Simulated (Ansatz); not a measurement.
Computed with Ansatz.

A structure relaxed at PBE0-D4/def2-TZVP, charge 0, multiplicity 1:

```xyz
8

Al    0.682   -1.711    0.402
O     0.063   -0.269   -0.230
Si   -0.512    1.208   -0.495
Br   -0.634    2.321    1.431
H    -0.353   -2.809    0.862
H     2.250   -1.872    0.450
H    -1.885    1.153   -1.043
H     0.391    1.980   -1.377
```

(1) Give its formula and SMILES.

(2) Point group (tolerance 0.08 Å, 0.16 Å for H)?

(3) Summarise the bond lengths by kind.

Answers

(1) AlBrH4OSi, `[AlH2][O][SiH2]Br`.

(2) Cs.

(3) 1 × Al–O 1.692 Å; 2 × Al–H 1.577 Å; 1 × O–Si 1.608 Å; 1 × Br–Si 2.227 Å; 2 × H–Si 1.480 Å.
